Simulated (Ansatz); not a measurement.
Ansatz (a quantum-chemistry and plane-wave program) input (B3LYP-D3(BJ)/def2-TZVP):

Ansatz 0.2 input:
```yaml
crystal:
  periodic: [false, false, false]
  atoms:
    - {symbol: Si, position_ang: [-0.24147554, -1.01896928, -0.81829652]}
    - {symbol: N, position_ang: [-1.13307659, -0.70537793, 0.62903103]}
    - {symbol: Si, position_ang: [-2.04338470, 0.71114014, 1.05925508]}
    - {symbol: O, position_ang: [1.27969233, -0.40939608, -0.77566078]}
    - {symbol: Si, position_ang: [2.15446965, 0.82124421, -0.13252761]}
    - {symbol: H, position_ang: [-0.11520649, -2.47970110, -0.98657252]}
    - {symbol: H, position_ang: [-0.97247916, -0.38288886, -1.93086829]}
    - {symbol: H, position_ang: [-0.97470454, -1.35900557, 1.38595541]}
    - {symbol: H, position_ang: [-2.44958166, 1.36260612, -0.21436163]}
    - {symbol: H, position_ang: [-3.23999830, 0.30952081, 1.85378216]}
    - {symbol: H, position_ang: [1.38932701, 2.08896878, -0.20145829]}
    - {symbol: H, position_ang: [3.40659874, 0.95293860, -0.90662196]}
    - {symbol: H, position_ang: [2.47551018, 0.53256436, 1.28418106]}
basis:
  gaussian:
    orbitals: def2-TZVP
hamiltonian:
  xc: b3lyp
  dispersion: d3bj
magnetization: {spin_polarized: true, initial_magnetization: 1}
phonons: {temperatures: {t_min: 298.15, t_max: 298.15, t_step: 100}}
```

Output:

```
Functional definition: B3LYP
integrals: 0.17 GiB planned
1441 factors; their error is unknown
0.29 GiB of the device are held for the grids
1.30 GiB of device memory are held for the factors and their scratch space
mean field: 1.37 GiB planned
mean field evaluation 1: about -27294.6524 eV, gradient 5.9e1 eV
mean field evaluation 2: about -27258.3836 eV, gradient 1.0e2 eV
mean field evaluation 4: about -27306.6532 eV, gradient 3.3e0 eV
mean field evaluation 8: about -27306.7052 eV, gradient 1.4e-1 eV
mean field evaluation 16: about -27306.7871 eV, gradient 1.2e-4 eV
mean field -27306.78707670 eV, -1003.5059158635 hartree, gradient 5.7e-5 eV, S^2 0.752094; 0 other end points of the search recorded, 0 dependent functions left out
the calculation of the forces begins
reference -27306.78740611 eV, -1003.5059279691 hartree; 33, 32 occupied and 188, 189 virtual orbitals, 1441 factors
these checks for a lower state are left out or cut short: stability, starts, cluster_reference, orbital_swaps, neighbouring_geometries, increment
integrals: 0.17 GiB planned
1441 factors; their error is unknown
0.29 GiB of the device are held for the grids
1.30 GiB of device memory are held for the factors and their scratch space
mean field: 1.37 GiB planned
mean field -27306.78692258 eV, -1003.5059101997 hartree, gradient 1.4e-6 eV, S^2 0.752098; 0 other end points of the search recorded, 0 dependent functions left out
the calculation of the forces begins
reference -27306.78725197 eV, -1003.5059223048 hartree; 33, 32 occupied and 188, 189 virtual orbitals, 1441 factors
these checks for a lower state are left out or cut short: stability, starts, cluster_reference, orbital_swaps, neighbouring_geometries, increment
integrals: 0.17 GiB planned
1441 factors; their error is unknown
0.29 GiB of the device are held for the grids
1.30 GiB of device memory are held for the factors and their scratch space
mean field: 1.37 GiB planned
mean field -27306.78697934 eV, -1003.5059122859 hartree, gradient 1.2e-6 eV, S^2 0.752091; 0 other end points of the search recorded, 0 dependent functions left out
the calculation of the forces begins
reference -27306.78730877 eV, -1003.5059243920 hartree; 33, 32 occupied and 188, 189 virtual orbitals, 1441 factors
these checks for a lower state are left out or cut short: stability, starts, cluster_reference, orbital_swaps, neighbouring_geometries, increment
integrals: 0.17 GiB planned
1441 factors; their error is unknown
0.29 GiB of the device are held for the grids
1.30 GiB of device memory are held for the factors and their scratch space
mean field: 1.37 GiB planned
mean field evaluation 32: about -27306.7868 eV, gradient 1.1e-1 eV
mean field -27306.78688459 eV, -1003.5059088038 hartree, gradient 1.5e-6 eV, S^2 0.752095; 0 other end points of the search recorded, 0 dependent functions left out
the calculation of the forces begins
reference -27306.78721396 eV, -1003.5059209080 hartree; 33, 32 occupied and 188, 189 virtual orbitals, 1441 factors
these checks for a lower state are left out or cut short: stability, starts, cluster_reference, orbital_swaps, neighbouring_geometries, increment
integrals: 0.17 GiB planned
1441 factors; their error is unknown
0.29 GiB of the device are held for the grids
1.30 GiB of device memory are held for the factors and their scratch space
mean field: 1.37 GiB planned
mean field -27306.78703920 eV, -1003.5059144856 hartree, gradient 1.2e-6 eV, S^2 0.752094; 0 other end points of the search recorded, 0 dependent functions left out
[...]
1.30 GiB of device memory are held for the factors and their scratch space
mean field: 1.37 GiB planned
mean field -27306.78701242 eV, -1003.5059135014 hartree, gradient 1.8e-6 eV, S^2 0.752094; 0 other end points of the search recorded, 0 dependent functions left out
the calculation of the forces begins
reference -27306.78734182 eV, -1003.5059256065 hartree; 33, 32 occupied and 188, 189 virtual orbitals, 1441 factors
these checks for a lower state are left out or cut short: stability, starts, cluster_reference, orbital_swaps, neighbouring_geometries, increment
integrals: 0.17 GiB planned
1441 factors; their error is unknown
0.29 GiB of the device are held for the grids
1.30 GiB of device memory are held for the factors and their scratch space
mean field: 1.37 GiB planned
mean field -27306.78707734 eV, -1003.5059158871 hartree, gradient 2.1e-6 eV, S^2 0.752094; 0 other end points of the search recorded, 0 dependent functions left out
the calculation of the forces begins
reference -27306.78740676 eV, -1003.5059279932 hartree; 33, 32 occupied and 188, 189 virtual orbitals, 1441 factors
these checks for a lower state are left out or cut short: stability, starts, cluster_reference, orbital_swaps, neighbouring_geometries, increment
integrals: 0.17 GiB planned
1441 factors; their error is unknown
0.29 GiB of the device are held for the grids
1.30 GiB of device memory are held for the factors and their scratch space
mean field: 1.37 GiB planned
mean field -27306.78706122 eV, -1003.5059152949 hartree, gradient 2.1e-6 eV, S^2 0.752095; 0 other end points of the search recorded, 0 dependent functions left out
the calculation of the forces begins
reference -27306.78739062 eV, -1003.5059274000 hartree; 33, 32 occupied and 188, 189 virtual orbitals, 1441 factors
these checks for a lower state are left out or cut short: stability, starts, cluster_reference, orbital_swaps, neighbouring_geometries, increment
integrals: 0.17 GiB planned
1441 factors; their error is unknown
0.29 GiB of the device are held for the grids
1.30 GiB of device memory are held for the factors and their scratch space
mean field: 1.37 GiB planned
mean field -27306.78705297 eV, -1003.5059149917 hartree, gradient 1.8e-6 eV, S^2 0.752094; 0 other end points of the search recorded, 0 dependent functions left out
the calculation of the forces begins
reference -27306.78738236 eV, -1003.5059270965 hartree; 33, 32 occupied and 188, 189 virtual orbitals, 1441 factors
these checks for a lower state are left out or cut short: stability, starts, cluster_reference, orbital_swaps, neighbouring_geometries, increment
integrals: 0.17 GiB planned
1441 factors; their error is unknown
0.29 GiB of the device are held for the grids
1.30 GiB of device memory are held for the factors and their scratch space
mean field: 1.37 GiB planned
mean field evaluation 448: about -27306.7871 eV, gradient 4.5e-5 eV
mean field -27306.78705894 eV, -1003.5059152109 hartree, gradient 2.2e-6 eV, S^2 0.752095; 0 other end points of the search recorded, 0 dependent functions left out
the calculation of the forces begins
reference -27306.78738837 eV, -1003.5059273172 hartree; 33, 32 occupied and 188, 189 virtual orbitals, 1441 factors
these checks for a lower state are left out or cut short: stability, starts, cluster_reference, orbital_swaps, neighbouring_geometries, increment
integrals: 0.17 GiB planned
1441 factors; their error is unknown
0.29 GiB of the device are held for the grids
1.30 GiB of device memory are held for the factors and their scratch space
mean field: 1.37 GiB planned
mean field -27306.78710138 eV, -1003.5059167708 hartree, gradient 1.8e-6 eV, S^2 0.752094; 0 other end points of the search recorded, 0 dependent functions left out
the calculation of the forces begins
reference -27306.78743080 eV, -1003.5059288764 hartree; 33, 32 occupied and 188, 189 virtual orbitals, 1441 factors
these checks for a lower state are left out or cut short: stability, starts, cluster_reference, orbital_swaps, neighbouring_geometries, increment
integrals: 0.17 GiB planned
1441 factors; their error is unknown
0.29 GiB of the device are held for the grids
1.30 GiB of device memory are held for the factors and their scratch space
mean field: 1.37 GiB planned
mean field -27306.78703385 eV, -1003.5059142889 hartree, gradient 1.3e-6 eV, S^2 0.752094; 0 other end points of the search recorded, 0 dependent functions left out
the calculation of the forces begins
reference -27306.78736326 eV, -1003.5059263944 hartree; 33, 32 occupied and 188, 189 virtual orbitals, 1441 factors
these checks for a lower state are left out or cut short: stability, starts, cluster_reference, orbital_swaps, neighbouring_geometries, increment
integrals: 0.17 GiB planned
1441 factors; their error is unknown
0.29 GiB of the device are held for the grids
1.30 GiB of device memory are held for the factors and their scratch space
mean field: 1.37 GiB planned
mean field -27306.78707804 eV, -1003.5059159128 hartree, gradient 1.7e-6 eV, S^2 0.752094; 0 other end points of the search recorded, 0 dependent functions left out
the calculation of the forces begins
reference -27306.78740743 eV, -1003.5059280178 hartree; 33, 32 occupied and 188, 189 virtual orbitals, 1441 factors
these checks for a lower state are left out or cut short: stability, starts, cluster_reference, orbital_swaps, neighbouring_geometries, increment
integrals: 0.17 GiB planned
1441 factors; their error is unknown
0.29 GiB of the device are held for the grids
1.30 GiB of device memory are held for the factors and their scratch space
mean field: 1.37 GiB planned
mean field -27306.78705700 eV, -1003.5059151395 hartree, gradient 1.5e-6 eV, S^2 0.752095; 0 other end points of the search recorded, 0 dependent functions left out
the calculation of the forces begins
reference -27306.78738642 eV, -1003.5059272457 hartree; 33, 32 occupied and 188, 189 virtual orbitals, 1441 factors
these checks for a lower state are left out or cut short: stability, starts, cluster_reference, orbital_swaps, neighbouring_geometries, increment
integrals: 0.17 GiB planned
1441 factors; their error is unknown
0.29 GiB of the device are held for the grids
1.30 GiB of device memory are held for the factors and their scratch space
mean field: 1.37 GiB planned
mean field evaluation 480: about -27306.7870 eV, gradient 2.8e-6 eV
mean field -27306.78704442 eV, -1003.5059146774 hartree, gradient 2.8e-6 eV, S^2 0.752094; 0 other end points of the search recorded, 0 dependent functions left out
the calculation of the forces begins
reference -27306.78737384 eV, -1003.5059267834 hartree; 33, 32 occupied and 188, 189 virtual orbitals, 1441 factors
these checks for a lower state are left out or cut short: stability, starts, cluster_reference, orbital_swaps, neighbouring_geometries, increment
integrals: 0.17 GiB planned
1441 factors; their error is unknown
0.29 GiB of the device are held for the grids
1.30 GiB of device memory are held for the factors and their scratch space
mean field: 1.37 GiB planned
mean field -27306.78700590 eV, -1003.5059132617 hartree, gradient 1.9e-6 eV, S^2 0.752095; 0 other end points of the search recorded, 0 dependent functions left out
the calculation of the forces begins
reference -27306.78733530 eV, -1003.5059253669 hartree; 33, 32 occupied and 188, 189 virtual orbitals, 1441 factors
Total energy: -27307.40074646 eV, -1003.5284678112 hartree
Atom 0 at    -0.241476    -1.018969    -0.818297 Å, force     0.000912    -0.001069    -0.000119 eV/Å
Atom 1 at    -1.133077    -0.705378     0.629031 Å, force     0.000057    -0.001082     0.000451 eV/Å
Atom 2 at    -2.043385     0.711140     1.059255 Å, force    -0.001289     0.001828     0.000288 eV/Å
Atom 3 at     1.279692    -0.409396    -0.775661 Å, force    -0.000427     0.000888    -0.000095 eV/Å
Atom 4 at     2.154470     0.821244    -0.132528 Å, force    -0.000684    -0.000043    -0.000353 eV/Å
Atom 5 at    -0.115206    -2.479701    -0.986573 Å, force    -0.000227    -0.000220    -0.000274 eV/Å
Atom 6 at    -0.972479    -0.382889    -1.930868 Å, force    -0.000019     0.000434     0.000178 eV/Å
Atom 7 at    -0.974705    -1.359006     1.385955 Å, force     0.000252    -0.000285    -0.000157 eV/Å
Atom 8 at    -2.449582     1.362606    -0.214362 Å, force     0.000480    -0.000056    -0.000285 eV/Å
Atom 9 at    -3.239998     0.309521     1.853782 Å, force     0.000005    -0.000302     0.000171 eV/Å
Atom 10 at     1.389327     2.088969    -0.201458 Å, force    -0.000031     0.000147    -0.000318 eV/Å
Atom 11 at     3.406599     0.952939    -0.906622 Å, force     0.000351    -0.000206     0.000337 eV/Å
Atom 12 at     2.475510     0.532564     1.284181 Å, force     0.000620    -0.000034     0.000176 eV/Å
Dipole moment:     0.002407    -0.122826     0.164665 e Å
Vibrations: 25.81 38.50 41.70 79.84 119.06 198.28 325.90 447.36 576.99 620.92 640.90 731.62 740.01 753.69 778.04 830.96 902.39 919.11 946.49 962.31 965.77 969.01 1008.48 1098.78 1201.45 2145.60 2195.19 2223.39 2230.42 2247.61 2254.98 2259.25 3551.09 cm⁻¹, zero-point energy 2.171640 eV
```

It need not be the lowest isomer of its formula.
